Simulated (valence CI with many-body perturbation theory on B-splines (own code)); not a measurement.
E1 line list for I XXI

Level of theory: valence CI with perturbative core correlation (CI+MBPT): five valence electrons over a frozen Dirac-Fock core [Ar] 3d10, a basis of 11 s, 11 p, 10 d, 8 f, 5 g, 2 h functions for each j, with the one-electron correlation potential Σ1, the two-electron term Σ2, the three-electron term Σ3, Breit, model QED; selected CI, second order for the rest, scaled by the run's own slope (own B-spline code, finite nucleus).

No measured spectrum was set against this ion. As an estimate, levels hold to about 250 cm⁻¹ or 0.2 % of their energy and the worst to 1 %, as in measured heavy ions of charge 2 to 7; those with d or f electrons hold less well. Among the levels kept, up to 2100 cm⁻¹ of a level comes from second order outside the variational space, and about a tenth of that is noise between levels of different J, which matters for small intervals.

Lines 151 to 200 of 557 in falling wavelength, among levels below 208.84 eV, chosen from the strongest by gf and those to the six lowest levels. Wavelengths and rates use the calculated energies, so an error of 1000 cm⁻¹ moves a line at 153.6 Å by 0.15 % and its rate by three times that or more. Electric multipoles are in the length gauge, E1 and E2 with the static RPA response of the core. Weak lines are less certain than strong ones. Lines between different terms over intervals too small for the method are left out, as are lines whose strength nearly cancels. Where a level lies close to another of its J and parity, the split of strength between their lines is uncertain. The highest levels of a list are the least certain.

Names give the largest LS component (configuration and term), which can be under half, so a name can repeat, a term be missing and a line seem to break the LS rules; names also repeat where a configuration has a term twice. Letters in brackets count levels of one name in rising energy.

```tsv
λ vac (Å)	Upper	Lower	A (s⁻¹)	S (a.u.) with core polarisation	S without
153.6	4s²4p4d² ⁴G°_7/2 [a]	4s²4p²4d ⁴F_9/2	7.05e+09	1.01e-01	1.09e-01
152.9	4s²4p²4d ²F_5/2	4s²4p³ ²D°_3/2	2.67e+08	2.83e-03	3.04e-03
152.5	4s4p³4d ²D°_5/2 [b]	4s²4p²4d ⁴F_5/2	1.21e+10	1.27e-01	1.38e-01
152.4	4s²4p²4f ²G°_7/2	4s²4p²4d ²G_9/2	1.41e+10	1.97e-01	2.13e-01
151.4	4s²4p²4f ⁴G°_7/2 [b]	4s²4p²4d ²G_9/2	1.23e+10	1.69e-01	1.83e-01
151.3	4s²4p²4d ⁴D_1/2	4s²4p³ ²D°_3/2	7.00e+09	2.39e-02	2.58e-02
151.0	4s²4p4d² ⁴G°_9/2 [b]	4s²4p²4d ²G_7/2	1.83e+10	3.11e-01	3.38e-01
151.0	4s²4p4d² ⁴G°_5/2 [a]	4s²4p²4d ²F_5/2	8.66e+09	8.82e-02	9.55e-02
150.9	4s4p³4d ²D°_3/2 [b]	4s²4p²4d ⁴F_3/2	1.52e+10	1.03e-01	1.11e-01
150.8	4s²4p²4d ²P_3/2 [a]	4s²4p³ ²P°_1/2	2.75e+09	1.86e-02	2.01e-02
150.7	4s4p³4d ²F°_7/2 [c]	4s²4p²4d ⁴F_9/2	6.28e+09	8.49e-02	9.18e-02
150.4	4s²4p²4d ⁴F_3/2	4s²4p³ ⁴S°_3/2	1.20e+10	8.04e-02	8.65e-02
148.6	4s²4p4d² ⁴P°_1/2	4s²4p²4d ⁴P_3/2	3.29e+10	1.07e-01	1.15e-01
148.6	4s²4p²4d ⁴D_3/2	4s²4p³ ²D°_3/2	2.02e+09	1.31e-02	1.40e-02
147.9	4s4p⁴ ²P_1/2 [a]	4s²4p³ ⁴S°_3/2	1.01e+10	3.24e-02	3.50e-02
147.9	4s4p³4d ⁴F°_3/2 [a]	4s4p⁴ ⁴P_5/2	1.90e+09	1.22e-02	1.30e-02
147.5	4s²4p²4d ²P_1/2 [b]	4s²4p³ ²P°_3/2	4.76e+09	1.51e-02	1.63e-02
147.4	4s²4p4d² ⁴G°_11/2	4s²4p²4d ²G_9/2	1.09e+10	2.07e-01	2.25e-01
146.6	4s²4p4d² ²F°_5/2	4s²4p²4d ²F_7/2 [b]	1.56e+10	1.45e-01	1.56e-01
146.2	4s²4p²4d ⁴D_5/2	4s²4p³ ²D°_5/2	1.12e+10	1.03e-01	1.11e-01
146.1	4s²4p4d² ⁴D°_7/2 [b]	4s²4p²4d ²F_7/2 [b]	1.37e+10	1.69e-01	1.81e-01
145.9	4s4p³4d ⁴D°_5/2 [a]	4s4p⁴ ⁴P_5/2	1.10e+10	1.01e-01	1.09e-01
145.2	4s²4p4d² ²F°_7/2 [c]	4s²4p²4d ²F_7/2 [b]	7.45e+09	9.00e-02	9.77e-02
145.1	4s²4p²4f ²D°_5/2 [a]	4s²4p²4d ²G_7/2	1.96e+10	1.78e-01	1.92e-01
145.0	4s²4p²4d ²D_3/2 [b]	4s²4p³ ²P°_3/2	4.81e+08	2.90e-03	3.15e-03
144.9	4s4p⁴ ²P_3/2	4s²4p³ ⁴S°_3/2	1.04e+10	6.23e-02	6.73e-02
144.2	4s²4p4d² ⁴G°_9/2 [a]	4s²4p²4d ⁴F_9/2	2.83e+10	4.19e-01	4.50e-01
143.8	4s²4p²4d ²P_3/2 [a]	4s²4p³ ²D°_5/2	3.85e+10	2.26e-01	2.44e-01
143.8	4s²4p4d² ⁴G°_7/2 [a]	4s²4p²4d ²F_5/2	7.69e+09	9.03e-02	9.72e-02
143.7	4s²4p²4d ²D_5/2 [b]	4s²4p³ ²P°_3/2	9.46e+09	8.31e-02	8.96e-02
143.4	4s4p³4d ²D°_3/2 [c]	4s4p⁴ ²P_1/2 [a]	3.19e+10	1.86e-01	2.00e-01
143.3	4s4p³4d ⁴P°_1/2 [a]	4s4p⁴ ²D_3/2	4.57e+10	1.33e-01	1.43e-01
143.2	4s4p³4d ⁴P°_5/2 [a]	4s4p⁴ ²D_3/2	2.08e+10	1.81e-01	1.95e-01
143.2	4s²4p²4d ⁴P_1/2	4s²4p³ ²P°_1/2	2.85e+09	8.25e-03	8.91e-03
143.0	4s²4p²4f ²G°_9/2 [b]	4s²4p²4d ²G_9/2	7.12e+09	1.03e-01	1.11e-01
142.9	4s²4p²4d ⁴F_5/2	4s²4p³ ⁴S°_3/2	2.75e+10	2.38e-01	2.55e-01
142.5	4s²4p4d² ⁴D°_5/2 [a]	4s²4p²4d ⁴P_3/2	1.30e+10	1.11e-01	1.20e-01
142.1	4s4p⁴ ²P_1/2 [b]	4s²4p³ ²D°_3/2	2.00e+10	5.66e-02	6.11e-02
141.9	4s²4p4d² ⁴G°_5/2 [b]	4s²4p²4d ⁴D_7/2	1.06e+10	9.00e-02	9.70e-02
141.5	4s²4p4d² ²S°_1/2	4s²4p²4d ²D_3/2 [b]	4.54e+10	1.27e-01	1.37e-01
141.5	4s²4p²4f ²D°_5/2 [c]	4s²4p²4d ²F_7/2 [a]	1.27e+10	1.06e-01	1.15e-01
141.4	4s²4p4d² ⁴G°_7/2 [b]	4s²4p²4d ⁴F_7/2	1.25e+10	1.40e-01	1.50e-01
141.2	4s²4p²4d ⁴D_5/2	4s²4p³ ²D°_3/2	1.80e+10	1.50e-01	1.61e-01
141.1	4s²4p4d² ⁴D°_5/2 [a]	4s²4p²4d ⁴P_5/2	1.64e+10	1.36e-01	1.46e-01
141.1	4s²4p4d² ⁴P°_3/2	4s²4p²4d ⁴P_1/2	2.28e+10	1.26e-01	1.35e-01
141.0	4s²4p4d² ⁴D°_5/2 [a]	4s²4p²4d ²G_7/2	3.07e+10	2.54e-01	2.74e-01
140.9	4s²4p²4f ²D°_5/2 [b]	4s²4p²4d ²D_5/2 [a]	5.34e+10	4.42e-01	4.75e-01
140.8	4s4p³4d ⁴D°_3/2 [c]	4s4p⁴ ²P_3/2	1.87e+10	1.03e-01	1.10e-01
140.2	4s²4p4d² ⁴D°_7/2 [b]	4s²4p²4d ²D_5/2 [b]	1.47e+10	1.59e-01	1.72e-01
140.0	4s²4p²4f ⁴G°_9/2	4s²4p²4d ²G_7/2	9.31e+09	1.26e-01	1.35e-01
```
